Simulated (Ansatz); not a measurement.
dimethyl telluride (SMILES C[Te]C) moved off its minimum; all values from Ansatz (a quantum-chemistry and plane-wave program), cores frozen in correlated methods. Elements past Kr take the def2 small-core potentials, without spin–orbit coupling.
(charge 0, multiplicity 1)
```xyz
9

C      1.5716    -0.3335     1.0495
Te    -0.0214     0.3317    -0.3005
C     -1.5868    -0.5409     0.8294
H      1.4967    -1.4193     1.1072
H      2.5946    -0.1088     0.6270
H      1.3157     0.0355     1.9441
H     -1.5040    -1.5729     0.9999
H     -2.4388    -0.3964     0.1660
H     -1.5876    -0.1006     1.7614
```

Forces at wB97M-V/def2-TZVPP (eV/Å):

```
atom      Fx      Fy      Fz
----  ------  ------  ------
C1     0.972  -1.738  -4.119
Te2    0.957  -0.257   0.096
C3     0.126  -0.047  -2.052
H4    -0.018   0.019  -0.135
H5    -1.311   0.180   0.739
H6    -0.260   1.713   3.270
H7     0.479  -1.516  -0.170
H8    -0.282   0.298   0.625
H9    -0.663   1.349   1.747
```

Q: Give the forces (eV/Å), the total energy and the dipole at CCSD(T)/def2-TZVPPD.

A: 
| atom | Fx | Fy | Fz |
|---|---|---|---|
| C1 | 1.137 | -1.826 | -3.992 |
| Te2 | 0.976 | -0.030 | -0.281 |
| C3 | -0.033 | -0.159 | -1.923 |
| H4 | -0.030 | -0.084 | -0.139 |
| H5 | -1.241 | 0.213 | 0.709 |
| H6 | -0.277 | 1.774 | 3.374 |
| H7 | 0.499 | -1.616 | -0.164 |
| H8 | -0.353 | 0.325 | 0.584 |
| H9 | -0.678 | 1.404 | 1.833 |
Energy -346.8008 hartree, dipole 1.35 D.
